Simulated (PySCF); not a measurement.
The multiplicity is imposed and other spin states were not computed.

[Cd(OCH3)(Cl)] (charge 0, multiplicity 1)

All values below come from PySCF with TPSSh-D3(BJ)/def2-TZVP // r2SCAN-D4/def2-SVP.

```json
{
 "HOMO": "-6.71 eV",
 "dipole_moment": "1.70 D",
 "LUMO": "-2.24 eV",
 "HOMO–LUMO gap": "4.47 eV",
 "charge on the central atom (Mulliken)": "0.82 e",
 "total_energy": "-743.1538 Ha",
 "cost": "roughly 3 core-minutes"
}
```

```xyz
7

Cd     0.0609     0.1591     0.0765
O      0.6821    -0.8375     1.6550
C     -0.1754    -1.1671     2.7153
H     -0.6143    -0.2856     3.2276
H      0.4140    -1.7153     3.4742
H     -1.0152    -1.8313     2.4222
Cl    -0.4693     1.3136    -1.8153
```
